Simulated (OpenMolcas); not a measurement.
## 3d ions of charge +3 along the row

```json
{"Program": "OpenMolcas 26.06", "Method": "SS-CASPT2, IPEA 0.25 Eh, imaginary shift 0.1 Eh", "Basis": "ANO-RCC-VTZP", "Scalar Hamiltonian": "DKH2, point nucleus", "Spin-orbit coupling": "state interaction with AMFI integrals over the reference wave functions, term energies averaged over their components"}
```

Active space: the 3d shell; CASPT2 also correlates the outermost closed s and p core shells.

B and C come from two terms' centres of gravity (d2, d8: 3P = 15B, 1G = 12B + 2C; d3, d7: 4P = 15B, 2G = 4B + 3C; d4, d6: 3G = 9B + 4C, 3H = 4B + 4C; d5: 4D = 17B + 5C, 4G = 10B + 5C, above the ground term), where all their levels are at least 80 % pure. ζ = ±2S·A comes from the whole width of the ground multiplet by E(J) = (A/2) J(J+1), where its levels are at least 85 % pure. Energies in cm-1.

```json
{"Ion": "V3+", "Configuration": "3d²", "Lowest level": "³F₂", "Weight (%)": "100", "B": "911", "B measured": "", "C": "3862", "C measured": "", "ζ": "214", "ζ measured": "210"}
{"Ion": "Cr3+", "Configuration": "3d³", "Lowest level": "⁴F_3/2", "Weight (%)": "100", "B": "951", "B measured": "917", "C": "3725", "C measured": "3677", "ζ": "286", "ζ measured": "270"}
{"Ion": "Mn3+", "Configuration": "3d⁴", "Lowest level": "⁵D₀", "Weight (%)": "100", "B": "876", "B measured": "839", "C": "4535", "C measured": "4401", "ζ": "383", "ζ measured": "354"}
{"Ion": "Fe3+", "Configuration": "3d⁵", "Lowest level": "⁶S_5/2", "Weight (%)": "100", "B": "959", "B measured": "", "C": "4871", "C measured": "", "ζ": "", "ζ measured": ""}
{"Ion": "Co3+", "Configuration": "3d⁶", "Lowest level": "⁵D₄", "Weight (%)": "100", "B": "1112", "B measured": "", "C": "4960", "C measured": "", "ζ": "617", "ζ measured": "597"}
{"Ion": "Ni3+", "Configuration": "3d⁷", "Lowest level": "⁴F_9/2", "Weight (%)": "100", "B": "1175", "B measured": "1146", "C": "4894", "C measured": "4863", "ζ": "729", "ζ measured": "749"}
{"Ion": "Cu3+", "Configuration": "3d⁸", "Lowest level": "³F₄", "Weight (%)": "100", "B": "1266", "B measured": "1237", "C": "5497", "C measured": "5357", "ζ": "864", "ζ measured": "879"}
```

Measured columns use the levels in Sugar and Corliss, J. Phys. Chem. Ref. Data 7, 1191 (1978) (V3+); Sugar and Corliss, J. Phys. Chem. Ref. Data 6, 317 (1977) (Cr3+); Corliss and Sugar, J. Phys. Chem. Ref. Data 6, 1253 (1977) (Mn3+); Sugar and Corliss, J. Phys. Chem. Ref. Data 10, 1097 (1981) (Co3+); Corliss and Sugar, J. Phys. Chem. Ref. Data 10, 197 (1981) (Ni3+); Sugar and Musgrove, J. Phys. Chem. Ref. Data 19, 527 (1990) (Cu3+).

The computed B goes from 911 (V3+) to 1266 cm-1 (Cu3+), a factor of 1.39, though not at every step. It departs from the measured column by +2 to +4 %. The Trees term is left out, which lowers the B read from the levels of every ion, most for d4 to d6. The pair of terms that fixes B changes along the row, so steps between ions also reflect that choice.

The computed ζ goes from 214 (V3+) to 864 cm-1 (Cu3+), a factor of 4.04, rising at every step. It departs from the measured column by -3 to +8 %.

CASPT2 does not keep the components of a term degenerate, so their means are used; among the low terms the widest spread is 1200 cm-1 (3d⁷ ²H, Ni3+). Terms from blocks run as CI alone lack orbitals of their own. The CASPT2 spread within a term exceeds the gap to the next term for 3d³ ²D(1) and 3d³ ²P, 3d³ ²P and 3d³ ²H, so the order of their levels is uncertain, and so are names and mixing where such terms share a J (figures for Cr3+; the like holds for Mn3+, Co3+, Ni3+). Some levels mix across a computed gap that differs much from the measured one, so their mixing is not that of the real levels (holds for Ni3+). Measured partners are found by configuration, term and J. A level has none where our copy of the source lacks it or the pairing is in doubt (some pairs that miss far off the trend of their configuration count as doubtful), and it then counts in no deviation. Levels of configurations outside the active space are missing.

A number in round brackets counts repeated terms of one configuration in the order of the reference energies.
